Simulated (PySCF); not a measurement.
**Computed properties of Te(Cl)(NMe2) (C2H6ClNTe), SMILES CN(C)[Te]Cl**

C2H6ClNTe, SMILES [Te](N(C)C)Cl. Geometry optimised at PBE0-D3(BJ)/def2-SVP. The structure was generated by enumeration, and PubChem lists no compound with its InChIKey, so it may never have been made. The def2 effective core potentials stand for the cores of Te; spin–orbit coupling is left out. One conformer was computed; it need not be the lowest. All values are computed for the isolated molecule unless a solvent is named; none is compared with measurement here.

**Structure.** The optimised structure has Cs symmetry. All 27 harmonic modes at PBE0-D3(BJ)/def2-SVP (PySCF) are real, so it is a minimum. With heavy atoms numbered as in [Te:1]([Cl:2])[N:3]([CH3:4])[CH3:5], the shortest bond between them is N3–C4 at 1.448 Å and the longest Te1–Cl2 at 2.417 Å.

**Vibrations.** The strongest infrared lines (harmonic, unscaled, degenerate partners summed) lie at 3011 cm⁻¹ (80 km/mol, H 96 %), 1002 cm⁻¹ (66 km/mol, C 42 %, H 31 %, N 26 %), 3090 cm⁻¹ (49 km/mol, H 91 %, C 9 %). The softest mode is at 73 cm⁻¹ and the zero-point energy is 52.2 kcal/mol.

**Electronic structure.** HF/def2-TZVP (PySCF) places the frontier levels at -8.78 and 1.16 eV, a gap of 9.94 eV, and gives a dipole moment of 2.78 D and a mean polarisability of 78.3 bohr³. PBE/def2-TZVP (PySCF) at the same geometry gives -5.12 and -2.80 eV, so its gap is 7.62 eV narrower. An orbital gap is neither the optical nor the fundamental gap.

**Excitations.** TDDFT-PBE0/def2-SVPD (PySCF) has S1 at 2.65 eV (468 nm, f = 0.001, dark); the most intense of the 10 singlets computed lies at 5.69 eV (f = 0.08). T1 (TDA) is at 1.98 eV. TDDFT-PBE/def2-SVPD (PySCF) puts S1 at 2.52 eV.
